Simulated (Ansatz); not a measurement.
Reaction (substitution at a C–C bond): `C=C=C(C)S` + `O[SiH3]` → `C=C=C(S)O[SiH3]` + CH₄

Program: Ansatz. Geometries: PBE0-D4/def2-TZVP. ΔE: electronic, gas phase. CBS: MP2 limit from def2 TZ/QZ plus the TZ coupled-cluster correction, frozen cores. This one scheme is used for every species. Functionals use def2-TZVPP. One conformer a species, not always the lowest.

`C=C=C(C)S`:

```xyz
11

C    -0.532    1.781    1.028
C    -0.237    0.632    0.493
C     0.057   -0.518   -0.041
C     0.596   -0.681   -1.430
S    -0.145   -2.056    0.819
H     0.204    2.353    1.587
H    -1.524    2.213    0.933
H    -0.074   -1.303   -2.031
H     0.701    0.289   -1.912
H     1.573   -1.172   -1.408
H    -0.620   -1.538    1.962
```

`O[SiH3]`:

```xyz
6

O     1.261    0.053   -0.225
Si   -0.333   -0.168    0.131
H     1.515    0.875   -0.645
H    -0.836    0.871    1.071
H    -0.427   -1.505    0.761
H    -1.181   -0.125   -1.093
```

`C=C=C(S)O[SiH3]`:

Cartesian coordinates in Å:
```
C 1.327 0.924 1.289
C 0.448 0.057 0.877
C -0.433 -0.817 0.469
S -1.053 -2.160 1.434
O -1.010 -0.831 -0.759
Si -0.658 0.297 -1.935
H 2.396 0.765 1.155
H 1.032 1.848 1.783
H -0.320 -1.880 2.521
H 0.782 0.243 -2.288
H -1.011 1.659 -1.465
H -1.501 -0.104 -3.082
```

CH₄:

```xyz
5

C     0.000    0.000    0.000
H    -0.873   -0.608   -0.236
H    -0.242    0.683    0.814
H     0.293    0.572   -0.880
H     0.822   -0.648    0.302
```

```csv
level,ΔE (kJ/mol)
PBE0-D4,39.6
PBE,38.3
```

What does CCSD(T)/CBS give? (Estimate.)

The calculation gave: +45.4 kJ/mol. The listed levels differ from it by -5.8, -7.1 kJ/mol.

Largest T1 diagnostic among the species: 0.013.

The D4 term adds −5.9 kJ/mol with B3LYP and −3.6 kJ/mol with PBE0; it sums over pairs of atoms, weighted by their polarisabilities, and B3LYP, whose exchange is more repulsive, gets the larger term. From PBE to PBE0 (25 % exact exchange), in def2-TZVPP and without D4, ΔE moves by +4.9 kJ/mol.

B3LYP here is the variant with VWN-RPA as its local correlation; programs differ in this.
